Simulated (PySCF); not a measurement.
# What PySCF settings do for AlGe

Base input, run as `OMP_NUM_THREADS=1 python input.py` with PySCF 2.14:

```python
from pyscf import gto, scf

mol = gto.M(
    atom='Al 0 0 0; Ge 0 0 2.473',
    basis='cc-pvdz',
    charge=0,
    spin=3,
    symmetry=True,
    verbose=4,
)
mf = scf.UHF(mol)
mf.kernel()
mf.analyze()
print('orbital energies (hartree):', [e[max(0, n-3):n+3].round(4) for e, n in zip(mf.mo_energy, mol.nelec)])
```

Base result: E(SCF) = -2317.221190 Eh, 13 cycles, ⟨S²⟩ = 3.770, μz(SCF) = -1.74 D. The bond length is a typed value, not an optimised one. No search for the lowest solution was made.

Hardware: Arm Neoverse V1, 1 thread, shared host. Wall time 1.3 s, peak memory 0.12 GiB.

Each row names what differs from the base; energies in brackets are changes from the base.

| change | result | wall time (s) |
| --- | --- | --- |
| second-order solver: off → on | E(SCF) = -2317.221190 Eh (+0.0000 eV), 3 cycles, ⟨S²⟩ = 3.770, μz(SCF) = -1.74 D | 1.3 |
| spin (2S): 3 → 4 [unsound on purpose] | stops with RuntimeError (Electron number 45 and spin 4 are not consistent) | 0.61 |
| step after the SCF: analyze → gradient | E(SCF) = -2317.221190 Eh (+0.0000 eV), 13 cycles, ⟨S²⟩ = 3.770, μz(SCF) = -1.74 D, gradient on the second atom -0.0088 Eh/bohr | 2.7 |
| PCM solvent, dielectric constant: none → 4.71 | E(SCF) = -2317.225752 Eh (-0.1241 eV), 13 cycles, ⟨S²⟩ = 3.774, μz(SCF) = -3.32 D | 3.5 |
| spin (2S): 3 → 5 | not converged: SCF after 50 cycles | 1.6 |
| electric field along z (a.u.): none → 0.05; point-group symmetry: on → off [may be another electronic state] | E(SCF) = -2317.367810 Eh (-3.9897 eV), 15 cycles, ⟨S²⟩ = 3.766, μz(SCF) = 17.38 D | 1.3 |
| spin-free X2C: off → on [basis contracted without relativity] | E(SCF) = -2334.733883 Eh, 13 cycles, ⟨S²⟩ = 3.770, μz(SCF) = -1.76 D | 1.3 |
| functional: none (Hartree–Fock) → hcth407; SCF type: UHF → UKS | E(SCF) = -2320.468015 Eh, 10 cycles, ⟨S²⟩ = 3.755, μz(SCF) = -0.91 D | 3.7 |
| density fitting: none → cc-pvdz-jkfit [this fitting set is unfit for the basis or for exact exchange; a fit set errs by some meV] | E(SCF) = -2316.689868 Eh (+14.4580 eV), 13 cycles, ⟨S²⟩ = 3.770, μz(SCF) = -1.78 D | 1.2 |
| electric field along z (a.u.): none → 0.2; point-group symmetry: on → off [unsound on purpose] [may be another electronic state] | E(SCF) = -2319.697609 Eh (-67.3868 eV), 11 cycles, ⟨S²⟩ = 3.759, μz(SCF) = 54.13 D | 1.2 |
| geometry: bond 2.473 → bond 2.399 | E(SCF) = -2317.219147 Eh (+0.0556 eV), 13 cycles, ⟨S²⟩ = 3.769, μz(SCF) = -1.52 D | 1.2 |
| density fitting: none → def2-universal-jkfit | E(SCF) = -2317.221126 Eh (+0.0018 eV), 13 cycles, ⟨S²⟩ = 3.770, μz(SCF) = -1.74 D | 1.3 |
| functional: none (Hartree–Fock) → bp86; SCF type: UHF → UKS | E(SCF) = -2319.626066 Eh, 9 cycles, ⟨S²⟩ = 3.751, μz(SCF) = -1.00 D | 3.2 |
| charge: 0 → -1; spin (2S): 3 → 2 [no diffuse functions for the anion] | not converged: SCF after 50 cycles | 1.6 |
| SCF type: UHF → RHF [runs as restricted open-shell] | E(SCF) = -2317.217949 Eh (+0.0882 eV), 12 cycles, μz(SCF) = -1.53 D | 1.2 |
| functional: none (Hartree–Fock) → revtpss; SCF type: UHF → UKS | E(SCF) = -2318.693491 Eh, 10 cycles, ⟨S²⟩ = 3.752, μz(SCF) = -1.05 D | 5.5 |
| PCM solvent, dielectric constant: none → 32.6 | E(SCF) = -2317.227396 Eh (-0.1689 eV), 13 cycles, ⟨S²⟩ = 3.775, μz(SCF) = -3.99 D | 3.5 |
| convergence threshold: default → 0.001 [unsound on purpose] | E(SCF) = -2317.220946 Eh (+0.0067 eV), 4 cycles, ⟨S²⟩ = 3.769, μz(SCF) = -1.81 D | 1.1 |
| basis set: cc-pvdz → def2-svp | E(SCF) = -2316.905015 Eh (+8.6036 eV), 13 cycles, ⟨S²⟩ = 3.770, μz(SCF) = -1.75 D | 1.2 |
| basis set: cc-pvdz → crenbl; core potential: off → on | E(SCF) = -95.620503 Eh, 13 cycles, ⟨S²⟩ = 3.771, μz(SCF) = -2.16 D | 0.9 |

Task: Order these changes by how far they move the SCF energy from the base, largest first: (1) PCM solvent, dielectric constant: none → 32.6; (2) PCM solvent, dielectric constant: none → 4.71; (3) SCF type: UHF → RHF; (4) electric field along z (a.u.): none → 0.05; point-group symmetry: on → off.

Result: (4) -3.9897 eV, (1) -0.1689 eV, (2) -0.1241 eV, (3) +0.0882 eV.
